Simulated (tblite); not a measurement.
C5H6ClFO.
Atom-mapped SMILES: `[CH2:1]=[C:2]1[CH2:3][O:4][CH2:5][C@@:6]1([F:7])[Cl:8]` (hydrogens: H9, H10 on C1; H11, H12 on C3; H13, H14 on C5)

Structure optimised with GFN2-xTB, isolated species.

Q: List the bond lengths, angles and torsions at this level.

A: 
```json
{"bond": "C1=C2", "length (pm)": "132.0", "order": "double"}
{"bond": "C2–C3", "length (pm)": "150.5", "order": "single"}
{"bond": "C3–O4", "length (pm)": "141.6", "order": "single"}
{"bond": "O4–C5", "length (pm)": "140.3", "order": "single"}
{"bond": "C5–C6", "length (pm)": "153.3", "order": "single"}
{"bond": "C6–F7", "length (pm)": "136.4", "order": "single"}
{"bond": "C6–Cl8", "length (pm)": "179.3", "order": "single"}
{"bond": "C2–C6", "length (pm)": "150.5", "order": "single"}
{"bond": "C1–H9", "length (pm)": "107.6", "order": "single"}
{"bond": "C1–H10", "length (pm)": "107.6", "order": "single"}
{"bond": "C3–H11", "length (pm)": "109.1", "order": "single"}
{"bond": "C3–H12", "length (pm)": "110.1", "order": "single"}
{"bond": "C5–H13", "length (pm)": "108.9", "order": "single"}
{"bond": "C5–H14", "length (pm)": "110.2", "order": "single"}
```

Orders are formal, as drawn. A selection of angles:
```json
{"angle": "C1–C2–C3", "degrees": "128.4"}
{"angle": "C1–C2–C6", "degrees": "125.6"}
{"angle": "C3–C2–C6", "degrees": "106.0"}
{"angle": "C2–C3–O4", "degrees": "106.5"}
{"angle": "C3–O4–C5", "degrees": "107.9"}
{"angle": "O4–C5–C6", "degrees": "105.6"}
{"angle": "C5–C6–F7", "degrees": "111.8"}
{"angle": "C5–C6–Cl8", "degrees": "111.9"}
{"angle": "F7–C6–Cl8", "degrees": "106.7"}
{"angle": "C2–C6–C5", "degrees": "103.0"}
{"angle": "C2–C6–F7", "degrees": "113.0"}
{"angle": "C2–C6–Cl8", "degrees": "110.4"}
```

Torsions: C1–C2–C3–O4 170° (antiperiplanar); C2–C3–O4–C5 29° (synperiplanar); C3–O4–C5–C6 -35° (synclinal); O4–C5–C6–F7 148° (anticlinal); C1–C2–C6–C5 170° (antiperiplanar).

The 4 C–C bonds span 1.320 Å (C1=C2, drawn double) to 1.533 Å (C5–C6, drawn single), a spread of 0.213 Å. The 5-membered ring C2–C3–O4–C5–C6 has internal angles of 103.0° to 107.9°; it is puckered, 0.14 Å rms from its mean plane, widest ring torsion 35°.

Point group: C1 (no symmetry element, even within 0.4 Å). Its GFN2-xTB frequencies are all real (lowest 56 cm⁻¹). The numbers are those of one conformer.

Hardware: one thread, Arm Neoverse N1 (aarch64), no GPU, on a shared host. Cost: 0.68 s. That covers the optimisation of the geometry.

All values are computed, not measured.
